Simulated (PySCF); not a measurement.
# Substituent effects on chemical shifts

Parent skeleton `[SiH3:1][SiH2:2][SiH3:3]`; one hydrogen on atom 1 is replaced by X. Hydrogens on one atom are averaged.

[PySCF 2.14: geometry: PBE0-D3(BJ)/def2-SVP; GIAO PBE0/pcSseg-1 shieldings; fast rotation and ring inversion assumed for equivalent nuclei; in vacuum; relativity neglected; single conformer]

References, each an isolated molecule treated in the same way: 29Si (σref 351.99) and 1H (σref 31.27) against TMS.

Parent (X = H): Si1 -104.7, Si2 -117.9, Si3 -104.7, H(Si1) 3.63, H(Si2) 3.45, H(Si3) 3.63 ppm. Effects are Δδ = δ(X) − δ(H), positive for deshielding.

Problem. Give Δδ (ppm) for X = CH=NH, vinyl, BH2, cPr, CN.

Solution. 
| X | SMILES | Si1 | Si2 | Si3 | H(Si1) | H(Si2) | H(Si3) |
| --- | --- | --- | --- | --- | --- | --- | --- |
| CH=NH | [H]/N=C\[SiH2][SiH2][SiH3] | +34.2 | -1.3 | -3.3 | +0.56 | -0.04 | -0.04 |
| vinyl | C=C[SiH2][SiH2][SiH3] | +41.6 | +3.8 | -1.7 | +0.65 | -0.04 | -0.04 |
| BH2 | B[SiH2][SiH2][SiH3] | +8.8 | -2.6 | +3.6 | +0.36 | +0.02 | -0.04 |
| cPr | [SiH3][SiH2][SiH2]C1CC1 | +48.6 | -8.5 | +4.4 | +0.70 | -0.33 | +0.01 |
| CN | N#C[SiH2][SiH2][SiH3] | +10.6 | +3.5 | -1.8 | +0.67 | +0.08 | +0.19 |

Problem. Which position responds most, and to which substituents?

Solution. Si1: from +8.8 ppm with BH2 to +48.6 ppm with cPr.
